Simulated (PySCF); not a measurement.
# Worked example: chemical shift, span and skew from a shielding tensor

VF₄, SMILES [F][V+]([F])([F])[F], charge +1, multiplicity 1. Atoms are numbered in the order given.

```xyz
5

V      0.0000     0.0000     0.0000
F     -0.9421     0.9421    -0.9421
F      0.9421     0.9421     0.9421
F      0.9421    -0.9421    -0.9421
F     -0.9421    -0.9421     0.9421
```
Charge +1, spin multiplicity 1.

Geometry optimised at PBE0-D3(BJ)/def2-SVP. The spin state was assumed, not searched. The isomer is the one that the SMILES or the coordinates give; other isomers of the formula were not compared.

GIAO shieldings from PBE0/pcSseg-1 in PySCF, non-relativistic, no solvent. The symmetric part of the tensor of F2 has the principal values -928.9, -928.9, 95.4 ppm. The same nucleus in CFCl3 has σ = 167.2 ppm at this level (PySCF, at its B3LYP-D3(BJ)/def2-TZVP geometry).

Problem. Work out the isotropic shielding, the ¹⁹F shift against CFCl3, the span and the skew.

Solution. 
σ(iso) = (σ11 + σ22 + σ33)/3 = -587.5 ppm. δ = σ(ref) − σ(iso) = 167.2 − (-587.5) = 754.7 ppm.
Span Ω = σ33 − σ11 = 1024.3 ppm. Skew κ = 3(σ(iso) − σ22)/Ω = 1.00, an axial tensor. Tumbling in solution averages the tensor to δ; in a static solid the shielding alone would spread this spin-1/2 line over Ω.
